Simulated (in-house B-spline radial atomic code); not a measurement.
**LDA exchange-only excitations of Ar6+**

Method: LDA exchange-only. Computed with a B-spline radial code for spherical atoms: linear response of the closed shell [Ne] 3s2 with the functional's adiabatic kernel; non-relativistic, point nucleus, no spin-orbit coupling, no double excitations, S, P, D and F terms only.

Command:
```bash
python run_td.py task.json out
```
Settings (radii: box in bohr, nucleus in fm):
```
Z                        18
electrons                12
configuration            [Ne] 3s2
hamiltonian              nr
method                   lda,
box_radius               14.35
intervals                51
```

Run time, properties included: 0.2 s on 1 thread of Arm Neoverse N1 (shared host).

The lowest states, in the order of their Tamm-Dancoff energies; the method's threshold (minus the highest occupied level) is 114.11 eV. Labels give the largest channel, * marks a mixed state, and oscillator strengths are full-response dipole values. Semilocal kernels can invert the small singlet-triplet splittings of Rydberg terms. Energies in eV:

```tsv
state	full response	Tamm-Dancoff	oscillator strength
3s → 3p 3P	12.814	13.202	-
3s → 3p 1P	21.083	21.957	1.14
3s → 3d 3D	37.09	37.22	-
3s → 3d 1D	40.94	40.96	-
3s → 4s 3S	61.99	62.00	-
3s → 4s 1S	?	?	-
3s → 4p 3P	67.82	67.83	-
3s → 4p 1P	68.61	68.64	0.2
3s → 4d 3D	76.07	76.08	-
3s → 4d 1D	76.49	76.49	-
3s → 4f 3F	?	?	-
3s → 4f 1F	79.54	79.54	-
3s → 5s 3S	85.00	85.00	-
3s → 5s 1S	85.55	85.57	-
3s → 5p 3P	87.53	87.54	-
3s → 5p 1P	87.79	87.80	0.0699
```

(1) Where does 3s → 4s 1S lie?

(2) Where does 3s → 4f 3F lie?

(3) How large is the singlet-triplet splitting of 3s → 3p (P terms) in Tamm-Dancoff?

(4) What polarisabilities and dispersion coefficient does the method give?

## Answers

(1) At 63.79 eV in full response, 63.83 eV in Tamm-Dancoff.

(2) At 78.90 eV in full response, 78.92 eV in Tamm-Dancoff.

(3) 8.75 eV, from the unrounded values.

(4) Dipole 1.989 bohr³, quadrupole 1.776 bohr⁵, C6 2.481 hartree·bohr⁶ for two such species.
